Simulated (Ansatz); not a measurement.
Steps of a relaxation of C$_{2}$H$_{5}$InOSi with RKS PBE0-D4/def2-TZVP.

```sh
$ ansatz run in.yaml --threads 4 --pin off --events-out ev --progress --plain --max-ram 10444MiB
```

```yaml
crystal:
  periodic: [false, false, false]
  atoms:
    - {symbol: C, position_ang: [-2.238740, -1.215810, -0.503690]}
    - {symbol: In, position_ang: [-0.561390, -0.220350, 0.823020]}
    - {symbol: Si, position_ang: [2.553060, 0.700140, 0.800230]}
    - {symbol: C, position_ang: [1.130510, 1.212310, -0.248430]}
    - {symbol: O, position_ang: [0.631160, 1.042630, -1.319330]}
    - {symbol: H, position_ang: [-1.786950, -1.722800, -1.358340]}
    - {symbol: H, position_ang: [-2.954960, -0.482260, -0.878230]}
    - {symbol: H, position_ang: [-2.781040, -1.955220, 0.092500]}
    - {symbol: H, position_ang: [2.246420, 1.176210, 2.169100]}
    - {symbol: H, position_ang: [3.761920, 1.465150, 0.423170]}
basis:
  gaussian: {orbitals: def2-TZVP}
hamiltonian: {xc: pbe0, dispersion: d4}
relax: {f_tol: 0.005, max_steps: 150}
```

Positions (Å) and forces (eV/Å) along the path, 15 of 29 steps:

```xyz
10
step=1 energy=-17245.6228 eV
C    -2.239   -1.216   -0.504    0.520    0.136    0.487
In   -0.561   -0.220    0.823   -0.914   -0.401   -0.493
Si    2.553    0.700    0.800   -0.089   -0.270    0.515
C     1.131    1.212   -0.248   -0.461   -0.954   -1.597
O     0.631    1.043   -1.319    0.442    0.875    1.110
H    -1.787   -1.723   -1.358    0.135    0.027    0.027
H    -2.955   -0.482   -0.878    0.103    0.169    0.097
H    -2.781   -1.955    0.092    0.091    0.057    0.057
H     2.246    1.176    2.169   -0.152    0.073    0.099
H     3.762    1.465    0.423    0.326    0.288   -0.302
10
step=2 energy=-17245.7402 eV
C    -2.188   -1.227   -0.457   -0.466   -0.223   -0.171
In   -0.731   -0.231    0.746    0.831    0.433    0.179
Si    2.539    0.641    0.808   -0.181   -0.211    0.216
C     1.101    1.120   -0.248   -0.655    0.235   -2.939
O     0.705    1.206   -1.393    0.766   -0.207    3.033
H    -1.715   -1.724   -1.308   -0.031    0.017    0.020
H    -2.852   -0.436   -0.819   -0.075   -0.169   -0.068
H    -2.760   -1.953    0.126   -0.022    0.044   -0.106
H     2.181    1.141    2.164   -0.140    0.002   -0.021
H     3.720    1.464    0.381   -0.026    0.080   -0.143
10
step=4 energy=-17245.9106 eV
C    -2.228   -1.249   -0.449    0.063    0.077    0.067
In   -0.650   -0.181    0.678   -0.125   -0.114   -0.017
Si    2.559    0.558    0.818   -0.053    0.027    0.030
C     1.193    1.173   -0.291    0.447    0.124    0.131
O     0.793    1.392   -1.363   -0.167    0.063   -0.205
H    -1.779   -1.792   -1.283    0.006   -0.022   -0.002
H    -2.947   -0.526   -0.844    0.012   -0.001    0.007
H    -2.754   -1.952    0.198   -0.022   -0.052    0.020
H     2.086    1.129    2.114   -0.054   -0.024   -0.009
H     3.726    1.448    0.421   -0.107   -0.077   -0.021
10
step=5 energy=-17245.9281 eV
C    -2.230   -1.259   -0.439    0.041    0.027    0.031
In   -0.644   -0.181    0.663   -0.095   -0.038   -0.011
Si    2.546    0.546    0.818   -0.099    0.037    0.034
C     1.219    1.214   -0.306    0.187    0.098   -0.330
O     0.825    1.453   -1.378    0.005    0.004    0.251
H    -1.788   -1.810   -1.273   -0.002   -0.020    0.001
H    -2.952   -0.540   -0.835    0.018   -0.004    0.016
H    -2.753   -1.959    0.215   -0.011   -0.034    0.015
H     2.050    1.121    2.105    0.006   -0.026   -0.018
H     3.727    1.417    0.430   -0.050   -0.046    0.012
10
step=9 energy=-17246.0667 eV
C    -2.317   -1.416   -0.375   -0.072   -0.058    0.029
In   -0.869    0.049    0.480   -0.056   -0.022   -0.044
Si    2.423    0.430    0.746    0.023    0.154   -0.110
C     1.558    1.614   -0.426   -0.089    0.213   -0.580
O     1.218    2.127   -1.397    0.230   -0.282    0.693
H    -1.860   -2.037   -1.155   -0.044    0.074    0.086
H    -3.136   -0.836   -0.827    0.110   -0.169    0.094
H    -2.736   -2.081    0.397    0.061    0.162   -0.168
H     1.929    1.056    2.013    0.040    0.024   -0.022
H     3.790    1.094    0.546   -0.203   -0.097    0.022
10
step=12 energy=-17246.1059 eV
C    -2.273   -1.480   -0.327   -0.345    0.440   -0.006
In   -1.123    0.418    0.334   -0.245   -0.600   -0.279
Si    2.147    0.324    0.625    0.104    0.345   -0.092
C     1.720    1.846   -0.431    0.260   -0.267    0.193
O     1.551    2.586   -1.273   -0.092    0.036    0.024
H    -1.727   -2.112   -1.038    0.053    0.139    0.069
H    -3.219   -1.152   -0.823    0.547   -0.159    0.293
H    -2.556   -2.108    0.532    0.080    0.161   -0.109
H     1.824    1.042    1.910    0.047   -0.022   -0.084
H     3.655    0.635    0.490   -0.408   -0.073   -0.009
10
step=13 energy=-17246.1790 eV
C    -2.245   -1.460   -0.309    0.063   -0.058   -0.011
In   -1.141    0.411    0.215   -0.094    0.024   -0.029
Si    2.042    0.329    0.585    0.117   -0.013    0.044
C     1.758    1.887   -0.418   -0.126    0.139   -0.206
O     1.545    2.674   -1.209    0.139   -0.161    0.221
H    -1.652   -2.087   -0.984   -0.024    0.012    0.028
H    -3.185   -1.210   -0.813    0.035    0.029    0.016
H    -2.488   -2.055    0.578    0.029    0.026   -0.003
H     1.810    1.047    1.883   -0.037   -0.004    0.010
H     3.556    0.463    0.471   -0.101    0.006   -0.069
10
step=14 energy=-17246.2026 eV
C    -2.162   -1.423   -0.287   -0.077   -0.038   -0.073
In   -1.241    0.561    0.135   -0.020   -0.028   -0.005
Si    1.909    0.260    0.549    0.052    0.095   -0.007
C     1.724    1.873   -0.398   -0.056    0.015   -0.078
O     1.590    2.710   -1.149    0.076   -0.018    0.082
H    -1.507   -2.031   -0.921   -0.022    0.019    0.026
H    -3.118   -1.290   -0.810    0.102   -0.006    0.064
H    -2.356   -1.983    0.633    0.012    0.016   -0.004
H     1.742    0.979    1.860   -0.018   -0.001    0.012
H     3.419    0.344    0.388   -0.049   -0.053   -0.017
10
step=16 energy=-17246.2108 eV
C    -2.162   -1.440   -0.285    0.000   -0.028   -0.016
In   -1.258    0.568    0.057   -0.020    0.009    0.007
Si    1.873    0.277    0.534    0.033    0.056   -0.011
C     1.755    1.913   -0.380   -0.052    0.124   -0.212
O     1.650    2.774   -1.111    0.069   -0.144    0.196
H    -1.520   -2.063   -0.915   -0.019    0.009    0.012
H    -3.131   -1.326   -0.784    0.043   -0.014    0.034
H    -2.325   -1.969    0.661    0.000    0.016   -0.019
H     1.733    0.980    1.857   -0.010   -0.013    0.002
H     3.384    0.286    0.365   -0.044   -0.015    0.008
10
step=17 energy=-17246.2168 eV
C    -2.137   -1.440   -0.273   -0.017   -0.039    0.026
In   -1.297    0.605    0.013   -0.007    0.018   -0.007
Si    1.807    0.272    0.499    0.035    0.076    0.002
C     1.770    1.937   -0.374    0.006    0.337   -0.359
O     1.725    2.826   -1.081    0.016   -0.389    0.369
H    -1.487   -2.059   -0.899   -0.007    0.011    0.002
H    -3.117   -1.367   -0.757    0.034   -0.020    0.035
H    -2.266   -1.950    0.689   -0.005    0.030   -0.052
H     1.685    0.951    1.838   -0.016   -0.014   -0.015
H     3.318    0.226    0.344   -0.039   -0.011   -0.001
10
step=18 energy=-17246.2199 eV
C    -2.119   -1.443   -0.260   -0.074   -0.067    0.077
In   -1.375    0.654   -0.068    0.042   -0.004   -0.003
Si    1.746    0.272    0.459    0.066    0.157   -0.050
C     1.820    1.969   -0.364   -0.038    0.430   -0.402
O     1.797    2.893   -1.027    0.033   -0.580    0.463
H    -1.454   -2.052   -0.880   -0.018    0.016   -0.005
H    -3.116   -1.439   -0.721    0.113   -0.026    0.078
H    -2.194   -1.926    0.725   -0.018    0.075   -0.142
H     1.638    0.928    1.812    0.006   -0.013   -0.029
H     3.257    0.144    0.323   -0.110    0.011    0.012
10
step=20 energy=-17246.2262 eV
C    -2.078   -1.438   -0.242   -0.042    0.020   -0.016
In   -1.380    0.685   -0.210    0.015   -0.017    0.004
Si    1.676    0.275    0.401   -0.046   -0.087   -0.001
C     1.823    1.986   -0.357    0.107   -0.324    0.347
O     1.869    2.947   -0.945   -0.035    0.338   -0.265
H    -1.451   -2.063   -0.885    0.005    0.004    0.003
H    -3.104   -1.471   -0.623    0.005   -0.017    0.003
H    -2.078   -1.873    0.762    0.018    0.003    0.009
H     1.546    0.870    1.780   -0.022    0.046   -0.050
H     3.176    0.082    0.319   -0.005    0.034   -0.033
10
step=21 energy=-17246.2308 eV
C    -2.082   -1.440   -0.242    0.003   -0.029    0.009
In   -1.389    0.682   -0.249    0.001    0.040   -0.003
Si    1.664    0.273    0.389    0.003    0.016    0.003
C     1.852    1.996   -0.339   -0.001   -0.039    0.007
O     1.895    2.959   -0.929    0.004    0.004    0.011
H    -1.471   -2.062   -0.904   -0.005   -0.004    0.000
H    -3.121   -1.493   -0.579   -0.002   -0.001    0.002
H    -2.029   -1.865    0.765    0.002    0.000   -0.007
H     1.516    0.874    1.764    0.002    0.001   -0.024
H     3.165    0.075    0.323   -0.008    0.013    0.003
10
step=26 energy=-17246.2329 eV
C    -2.057   -1.439   -0.234   -0.017   -0.025    0.003
In   -1.413    0.700   -0.374   -0.011   -0.002   -0.002
Si    1.611    0.269    0.350    0.016   -0.005    0.000
C     1.882    2.001   -0.322   -0.004    0.008    0.000
O     1.971    2.988   -0.866    0.002   -0.003   -0.001
H    -1.525   -2.063   -0.959   -0.012    0.014    0.017
H    -3.131   -1.519   -0.434    0.032    0.005    0.005
H    -1.867   -1.846    0.765   -0.001    0.010   -0.024
H     1.421    0.864    1.723   -0.004    0.001    0.003
H     3.109    0.045    0.351   -0.002   -0.003    0.000
10
step=29 energy=-17246.2330 eV
C    -2.055   -1.439   -0.234   -0.002    0.001    0.000
In   -1.414    0.699   -0.396    0.002    0.000    0.000
Si    1.611    0.269    0.346    0.000   -0.005    0.003
C     1.885    2.003   -0.320    0.002   -0.003    0.004
O     1.978    2.990   -0.863    0.000    0.004   -0.003
H    -1.548   -2.063   -0.976    0.001    0.001   -0.001
H    -3.134   -1.516   -0.399   -0.001   -0.002    0.000
H    -1.832   -1.847    0.757    0.000    0.001    0.000
H     1.401    0.858    1.718   -0.003    0.002    0.000
H     3.108    0.045    0.367    0.001    0.002   -0.003
```

It took 88 s on 4 threads of an Intel Xeon on a shared host, with 0.67 GiB of host memory at the peak.
